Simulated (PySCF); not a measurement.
## Basis and Hamiltonian dependence of the excitation energy of Be

Be [He] 2s2 (1S) → Be [He] 2s1 3d1 (3D). Calculated with PySCF 2.14 from differences of total energies of unrestricted determinants, without spin-orbit coupling. Values in eV.

```tsv
basis	Hamiltonian	functions	UHF	LDA	PBE0	MP2 (valence)	CCSD(T) (valence)	CCSD(T) (valence and next inner shell)
aug-pcseg-2	non-relativistic	24	7.130	7.503	7.488	7.768	n/a	n/a
aug-cc-pVTZ-DK	spin-free X2C	46	7.967	8.144	8.147	8.640	8.987	n/a
aug-cc-pVTZ	non-relativistic	46	7.729	7.949	7.948	8.401	8.747	n/a
aug-cc-pCVTZ-DK	spin-free X2C	59	7.965	8.147	8.151	8.649	8.991	9.008
aug-cc-pVTZ with one added diffuse shell each of s, p, d, f type	non-relativistic	62	6.587	7.124	7.087	7.315	7.721	n/a
aug-cc-pCVTZ-DK with one added diffuse shell each of s, p, d, f type	spin-free X2C	75	6.652	7.163	7.128	7.389	7.791	7.806
dyall-av3z	non-relativistic	76	7.693	7.923	7.921	8.386	8.717	n/a
dyall-acv3z	spin-free X2C	76	7.694	7.925	7.922	8.387	8.719	8.738
aug-cc-pVQZ-DK	spin-free X2C	80	7.618	7.861	7.857	8.316	8.636	n/a
aug-cc-pVQZ	non-relativistic	80	7.626	7.865	7.863	8.322	8.641	n/a
aug-cc-pVQZ with one added diffuse shell each of s, p, d, f, g type	non-relativistic	105	6.538	7.104	7.068	7.302	n/a	n/a
aug-cc-pCVQZ	non-relativistic	109	7.617	7.861	7.855	8.318	n/a	n/a
aug-cc-pCVQZ-DK	spin-free X2C	109	7.618	7.862	7.857	8.319	n/a	n/a
aug-cc-pV5Z	non-relativistic	127	7.168	7.509	7.491	7.894	n/a	n/a
```

Frozen in the all-electron rows: valence: 1s2; valence and next inner shell: nothing.

At UHF, aug-cc-pVTZ-DK, aug-cc-pVTZ, aug-cc-pCVTZ-DK, aug-cc-pVTZ with one added diffuse shell each of s, p, d, f type, aug-cc-pCVTZ-DK with one added diffuse shell each of s, p, d, f type, dyall-av3z, aug-cc-pVQZ with one added diffuse shell each of s, p, d, f, g type lie more than 0.3 eV from the median of the rows with comparable relativity.
